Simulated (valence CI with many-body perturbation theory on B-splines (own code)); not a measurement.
**Level structure of S III**

Level of theory: valence CI with perturbative core correlation (CI+MBPT): four valence electrons over a frozen Dirac-Fock core [Ne], radial functions for each j: 11 s, 11 p, 10 d, 8 f, 5 g, 2 h, with the one-electron correlation potential Σ1, the two-electron term Σ2, the three-electron term Σ3, Breit, model QED; selected CI, second order for the rest, scaled by the run's own slope (own B-spline code, finite nucleus).

Against 54 measured levels this calculation errs by 72 cm⁻¹ on average and by 255 at most. These come from a selection out of NIST levels in Podobedova, Kelleher and Wiese, J. Phys. Chem. Ref. Data 38, 171 (2009). Levels without a partner in it may be off by more. Among the levels kept, up to 1700 cm⁻¹ of a level comes from second order outside the variational space, and about a tenth of that is noise between levels of different J, which matters for small intervals. 2 measured levels below the end of the list, from 164141 cm⁻¹ on, found no clear computed partner, and computed levels of the same name lie up to 1873 cm⁻¹ from them.

Levels 91 to 135 of 198, with energies above the lowest level, 3s²3p² ³P_0. "Leading %" is the weight of the configuration and term that name the level; weights of strongly mixed levels are sums over their largest components and can fall short. In the jj column 3d3/2^4 stands for four electrons in 3d with j = 3/2.

```tsv
No.	Configuration	Term	J	E (eV)	Leading %	Second component	Leading jj	g
91	3s²3p5p	³P	1	27.030	45	32 % 3s3p²4s ³P	3s^2 3p1/2 5p3/2 (36 %)	1.480
92	3s²3p5p	³P	2	27.062	36	26 % 3s3p²4s ³P	3s^2 3p3/2 5p3/2 (21 %)	1.451
93	3s²3p4f	³D	3	27.071	83	5 % 3s²3p5p ³D	3s^2 3p3/2 4f7/2 (48 %)	1.326
94	3s²3p4f	³D	1	27.087	38	29 % 3s²3p5p ³D	3s^2 3p1/2 5p1/2 (48 %)	0.629
95	3s²3p4f	³D	2	27.093	65	7 % 3s²3p5p ³D	3s^2 3p3/2 4f5/2 (45 %)	1.189
96	3s²3p5p	¹P	1	27.134	55	32 % 3s²3p4f ³D	3s^2 3p3/2 4f5/2 (32 %)	0.844
97	3s²3p4f	¹D	2	27.187	81	6 % 3s²3p5p ³D	3s^2 3p3/2 4f7/2 (64 %)	1.016
98	3s²3p5p	³D	1	27.234	60	20 % 3s²3p4f ³D	3s^2 3p1/2 5p1/2 (27 %)	0.569
99	3s²3p5p	³D	2	27.249	68	14 % 3s²3p4f ³D	3s^2 3p1/2 5p3/2 (42 %)	1.172
100	3s²3p5p	³D	3	27.303	85	5 % 3s²3p4f ³D	3s^2 3p3/2 5p3/2 (85 %)	1.334
101	3s3p²3d	³P	2	27.347	32	24 % 3s²3p5p ³P	3s 3p1/2 3p3/2 3d5/2 (26 %)	1.490
102	3s3p²3d	³P	1	27.373	35	23 % 3p⁴ ³P	3p1/2 3p3/2^3 (23 %)	1.513
103	3s3p²3d	³P	0	27.394	37	24 % 3p⁴ ³P	3s 3p3/2^2 3d3/2 (21 %)	
104	3s²3p5p	³S	1	27.447	87	5 % 3s²3p5p ³P	3s^2 3p3/2 5p3/2 (40 %)	1.966
105	3s²3p5p	¹D	2	27.537	89		3s^2 3p3/2 5p1/2 (38 %)	1.007
106	3s3p²3d	¹G	4	27.759	63	17 % 3s²3d² ¹G	3s 3p1/2 3p3/2 3d5/2 (23 %)	1.001
107	3s3p²3d	³G	3	27.826	55	34 % 3s²3p4f ³G	3s 3p1/2 3p3/2 3d3/2 (34 %)	0.750
108	3s3p²3d	³G	4	27.846	53	35 % 3s²3p4f ³G	3s^2 3p3/2 4f5/2 (23 %)	1.049
109	3s3p²3d	³G	5	27.867	53	37 % 3s²3p4f ³G	3s^2 3p3/2 4f7/2 (37 %)	1.200
110	3s²3p5p	¹S	0	27.873	44	30 % 3s3p²4s ³P	3s^2 3p1/2 5p1/2 (43 %)	
111	3s3p²3d	³D	1	27.915	92		3s 3p1/2 3p3/2 3d5/2 (36 %)	0.506
112	3s3p²3d	³D	2	27.924	92		3s 3p3/2^2 3d5/2 (28 %)	1.167
113	3s3p²4s	³P	1	27.938	57	28 % 3s²3p5p ³P	3s 3p1/2 3p3/2 4s (46 %)	1.495
114	3s3p²3d	³D	3	27.939	92		3s 3p1/2 3p3/2 3d5/2 (36 %)	1.333
115	3s²3p5p	¹S	0	27.942	43	27 % 3s3p²4s ³P	3s^2 3p3/2 5p3/2 (59 %)	
116	3s3p²4s	³P	2	27.989	59	28 % 3s²3p5p ³P	3s 3p3/2^2 4s (35 %)	1.500
117	3s3p²3d	¹F	3	28.588	75	7 % 3s²3p4f ¹F	3s 3p1/2 3p3/2 3d5/2 (30 %)	1.005
118	3s3p²3d	³F	2	28.652	80	12 % 3s²3d² ³F	3s 3p1/2 3p3/2 3d5/2 (22 %)	0.667
119	3s3p²3d	³F	3	28.676	76	12 % 3s²3d² ³F	3s 3p1/2 3p3/2 3d5/2 (33 %)	1.080
120	3s3p²3d	³F	4	28.697	80	12 % 3s²3d² ³F	3s 3p1/2 3p3/2 3d5/2 (33 %)	1.250
121	3s²3p5d	³F°	2	29.036	48	42 % 3s²3p5d ¹D°	3s^2 3p1/2 5d3/2 (84 %)	0.831
122	3s²3p5d	³D°	2	29.076	36	26 % 3s²3p5d ¹D°	3s^2 3p1/2 5d5/2 (69 %)	1.035
123	3s²3p5d	³F°	3	29.082	66	23 % 3s²3p5d ³D°	3s^2 3p1/2 5d5/2 (75 %)	1.144
124	3s²3p5d	³D°	1	29.107	84	5 % 3s²3p5d ³P°	3s^2 3p1/2 5d3/2 (67 %)	0.560
125	3s²3p5d	³D°	2	29.156	45	22 % 3s²3p5d ³F°	3s^2 3p3/2 5d3/2 (72 %)	1.019
126	3s²3p5d	³F°	4	29.165	92		3s^2 3p3/2 5d5/2 (92 %)	1.251
127	3s²3p5d	³D°	3	29.176	67	24 % 3s²3p5d ³F°	3s^2 3p3/2 5d5/2 (57 %)	1.268
128	3s3p²3d	³D	1	29.213	72	11 % 3s3p²4s ³D	3s 3p1/2 3p3/2 3d3/2 (28 %)	0.499
129	3s3p²3d	³D	2	29.221	72	11 % 3s3p²4s ³D	3s 3p1/2 3p3/2 3d3/2 (27 %)	1.167
130	3s3p²3d	³D	3	29.235	71	11 % 3s3p²4s ³D	3s 3p3/2^2 3d5/2 (31 %)	1.334
131	3s²3p5d	³P°	2	29.252	80	10 % 3s²3p5d ³D°	3s^2 3p3/2 5d5/2 (59 %)	1.449
132	3s²3p5d	³P°	1	29.274	86	5 % 3s²3p5d ³D°	3s^2 3p3/2 5d3/2 (71 %)	1.440
133	3s²3p5d	³P°	0	29.284	92		3s^2 3p3/2 5d3/2 (92 %)	
134	3s²3p6s	³P°	0	29.344	93		3s^2 3p1/2 6s (93 %)	
135	3s3p²3d	³P	0	29.355	57	16 % 3s²3d² ³P	3s 3p1/2 3p3/2 3d5/2 (33 %)
```

Names give the largest LS component (configuration and term), which can be under half, so a name can repeat, a term be missing and a line seem to break the LS rules; names also repeat where a configuration has a term twice.

Where two levels of one J and parity lie close, their mixing, g and order are uncertain.
